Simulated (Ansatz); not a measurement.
Mulliken charges of `[CH3][Zn][CH]=S` from B3LYP/def2-TZVPP in Ansatz (PBE0-D4/def2-TZVP geometry).

| atom | x (Å) | y (Å) | z (Å) | charge (e) |
| --- | --- | --- | --- | --- |
| C1 | -0.803 | 1.410 | 0.545 | -0.446 |
| Zn2 | 0.254 | -0.068 | -0.113 | 0.307 |
| C3 | 1.166 | -1.671 | -0.733 | -0.076 |
| S4 | 0.265 | -3.010 | -0.573 | -0.192 |
| H5 | -1.247 | 1.968 | -0.282 | 0.099 |
| H6 | -0.189 | 2.100 | 1.129 | 0.097 |
| H7 | -1.613 | 1.051 | 1.185 | 0.105 |
| H8 | 2.167 | -1.780 | -1.157 | 0.107 |

**Question.** By hand: the dipole of these point charges (1 e Å = 4.8032 D).

**Answer.** Σ q r = (0.217, 0.374, -0.030) e Å, of length 0.433 e Å = 2.08 D.

**Question.** How does the dipole of the full density compare? (Best estimate.)

**Answer.** Computed: (0.170, 0.379, -0.011) e Å, 2.00 D; the point charges give 1.04 times that, at 6° from its direction.

Point charges leave out the atoms' own dipoles, such as those of lone pairs, and Mulliken's split depends on the basis, so the close match here is no proof of good charges.

B3LYP here is the variant with VWN-RPA as its local correlation; programs differ in this.
